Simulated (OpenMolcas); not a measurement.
Levels of Te5+ by method

```
Program             : OpenMolcas 26.06
Basis               : ANO-R1 [6s5p3d1f]
Scalar Hamiltonian  : X2C, finite nucleus
Active space        : 1 electron in 4 orbitals (5s 5p)
State averaging     : 2S+1 = 2 even, 1 root; 2S+1 = 2 odd, 3 roots
Spin-orbit coupling : RASSI with atomic mean-field integrals over the reference wave functions, term energies averaged over their components
```

Methods on the same reference wave functions:
A. CASSCF
B. SS-CASPT2, IPEA 0.25 Eh, imaginary shift 0.1 Eh (closed shells correlated: 4d)

Energies in eV above 5s 2S 1/2, the measured ground level; measured values from the list in Rauch et al., Astron. Astrophys. 606, A105 (2017).

```csv
Level,A,B,Measured
5s 2S 1/2,0.0000,0.0000,0.0000
5p 2P* 1/2,10.6202,10.763,11.5720
5p 2P* 3/2,11.9390,12.082,13.0370
```

Deviations, from unrounded energies. A percentage is the sum of absolute deviations over the sum of measured energies, with the sign that they share, or ± where signs differ.

```csv
Against measurement,Levels,A,B
mean absolute deviation (cm-1),2,8300,7100
other configurations (%),2,-8.3,-7.2
```

B lies closest to measurement on these levels. The largest miss of B in the table is 5p 2P* 3/2, by -7700 cm-1. The ranking rests on the paired levels alone, and a cruder setting can come out closer through cancelling errors.

The lowest spin-free term lies below A's lowest term by 0.288 hartree in B.

The basis is small and was not contracted for so high a charge. With one active electron the reference holds no correlation, so core polarisation is missing (holds for A). With one active electron, CASPT2 adds the correlation within the correlated inactive shells and between them and that electron, and leaves the splitting within a term as the reference gives it (holds for B). Computed and measured levels are paired by configuration, term and J; levels that our copy of the source lacks, or whose pairing is in doubt (as where it misses far off the trend of its configuration), stay unpaired and out of the deviations. Only configurations of the active space appear.

* marks odd parity.
